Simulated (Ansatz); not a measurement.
Molecule: sum formula HBO$_{2}$Cl, charge 0, multiplicity 2. It need not be the lowest isomer of its formula. 
Structure (B3LYP-D3(BJ)/def2-TZVP (Ansatz, an electronic-structure program) minimum search):
```
B
O 1 1.3432
O 1 1.3468 2 124.34
H 3 0.9627 1 114.40 2 180.00
Cl 1 1.7888 2 110.84 3 180.00
```
Charge 0, spin multiplicity 2.

Total electronic energies in hartree. Cores are frozen in the correlated levels unless marked. UHF or UKS for open shells. Spin-orbit coupling is left out. No relativistic terms. CBS marks a two-point X^-3 extrapolation of the correlation energy; Hartree-Fock from the larger set. The bracket is a focal-point correction in the basis named.

```json
[
 {"level": "HF/aug-cc-pV(D+d)Z", "program": "Ansatz", "energy (Eh)": "-634.63113"},
 {"level": "HF/cc-pV(T+d)Z", "program": "Ansatz", "energy (Eh)": "-634.68842"},
 {"level": "HF/cc-pVTZ", "program": "Ansatz", "energy (Eh)": "-634.68767"},
 {"level": "RI-HF/cc-pV(T+d)Z", "program": "Ansatz", "energy (Eh)": "-634.68833"},
 {"level": "PBE-D3(BJ)/def2-TZVPD", "program": "Ansatz + dftd3", "energy (Eh)": "-635.88021"},
 {"level": "PBE-D4/def2-TZVPD", "program": "Ansatz + dftd4", "energy (Eh)": "-635.88044"},
 {"level": "r2SCAN/def2-TZVPD", "program": "Ansatz", "energy (Eh)": "-636.14468"},
 {"level": "B3LYP/def2-TZVPD", "program": "Ansatz", "energy (Eh)": "-636.27861"},
 {"level": "PBE0-D4/def2-TZVPD", "program": "Ansatz + dftd4", "energy (Eh)": "-635.91761"},
 {"level": "HSE06-D3(BJ)/def2-TZVPD", "program": "Ansatz + dftd3", "energy (Eh)": "-635.90121"},
 {"level": "wB97M-V/def2-TZVPD", "program": "Ansatz", "energy (Eh)": "___"},
 {"level": "wB97X-V/def2-TZVPD", "program": "Ansatz", "energy (Eh)": "-636.12967"},
 {"level": "RPA@PBE/cc-pV(Q+d)Z", "program": "Ansatz", "energy (Eh)": "-635.90023"},
 {"level": "MP2/cc-pV(D+d)Z", "program": "Ansatz", "energy (Eh)": "-635.15616"},
 {"level": "MP2/aug-cc-pV(T+d)Z", "program": "Ansatz", "energy (Eh)": "-635.40838"},
 {"level": "MP2/cc-pV(T+d)Z", "program": "Ansatz", "energy (Eh)": "-635.39186"},
 {"level": "RI-MP2/cc-pV(Q+d)Z", "program": "Ansatz", "energy (Eh)": "-635.46969"},
 {"level": "CCSD/STO-3G", "program": "Ansatz", "energy (Eh)": "-627.46467"},
 {"level": "CCSD(T)/6-31G*", "program": "Ansatz", "energy (Eh)": "-635.13471"},
 {"level": "CCSD(T)/aug-cc-pV(D+d)Z", "program": "Ansatz", "energy (Eh)": "-635.25590"},
 {"level": "CCSD(T)/cc-pV(D+d)Z", "program": "Ansatz", "energy (Eh)": "-635.20256"},
 {"level": "CCSD(T)/cc-pwCVTZ", "program": "Ansatz", "energy (Eh)": "-635.46679"},
 {"level": "RI-MP2/CBS(aug-cc-pV(T+d)Z,aug-cc-pV(Q+d)Z)+[CCSD(T)-MP2]/aug-cc-pV(T+d)Z", "program": "Ansatz", "energy (Eh)": "-635.5770"}
]
```

Problem. Fill in the missing entries.

Solution. 
- wB97M-V/def2-TZVPD, energy (Eh): -636.18784
